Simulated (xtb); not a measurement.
Cl$_{3}$Sm (SMILES [Cl][Sm]([Cl])[Cl]), sextet, at a GFN2-xTB geometry (such geometries of metal compounds can be far from the true shape) (GFN-xTB holds the 4f electrons in the core, so unpaired electrons go into valence orbitals and the state isn't the physical one). Base run: GFN2-xTB (xtb).

Here is a job for xtb.
```
$ xtb mol.xyz --gfn 2 --uhf 5 --json

# file mol.xyz
4

Sm     0.43281855     0.21389868     0.08048489
Cl    -1.76748180    -0.74749701    -0.36908145
Cl    -1.13955784     1.84001456    -0.98267266
Cl     1.32852493    -1.87261862     1.05822096
```

Each row names what was changed in the base input (with any setting that the change needs).

```tsv
change	ΔE vs base (kJ/mol)	dipole (D)	G_solv (kcal/mol)	SCF cycles
base	0.00	1.58	-	86
etemp = 10000	-596.1	0.78	-	24
alpb = acetonitrile	-6.46	1.54	-1.58	77
etemp = 5000	-238.2	1.58	-	33
etemp = 3000	-121.5	1.58	-	38
acc = 0.1	0.00	1.58	-	91
alpb = water	0.19	1.55	-0.05	48
```

ALPB and GBSA are two models with their own fitted parameters for each solvent, which aren't always the measured dielectric constant.
